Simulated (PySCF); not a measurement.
AlH, SMILES [AlH] (connectivity only; charge and spin as stated), neutral, multiplicity 1. Geometry: r2SCAN-D4/def2-TZVPD.

PySCF with TDDFT-CAM-B3LYP/def2-TZVPD puts the lowest singlet excitations at 2.88, 2.88, 5.43, 6.46, 6.64, 6.64 eV and the lowest triplet (TDA) at 1.76 eV.

Task: What are the lowest singlet roots from EOM-CCSD/aug-cc-pVDZ run with PySCF? (Estimate from the structure and the level; the computed values follow.)

Result: 2.99, 2.99, 5.54, 6.12, 6.12, 6.14 eV; triplets 1.87, 1.87, 5.09 eV. S1 differs by 0.11 eV (second minus first; roots are paired by order, and the bases may differ).
